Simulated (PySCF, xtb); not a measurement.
Ga(F)(Et)(OH) (C₂H₆FGaO), SMILES [Ga]([CH2]C)([OH])[F].

xtb with GFN2-xTB at its own geometry gives an orbital gap of 4.14 eV and a dipole moment of 5.87 D.

Geometry optimised at PBE0-D3(BJ)/def2-SVP. The structure was generated by enumeration; whether it is a known compound was not checked. The values are those of a single conformer.

What does M06-2X/def2-TZVP run with PySCF give? (Estimate from the structure and the level; the computed values follow.)

gap 9.74 eV (levels -9.63 and 0.11 eV), dipole 4.29 D.
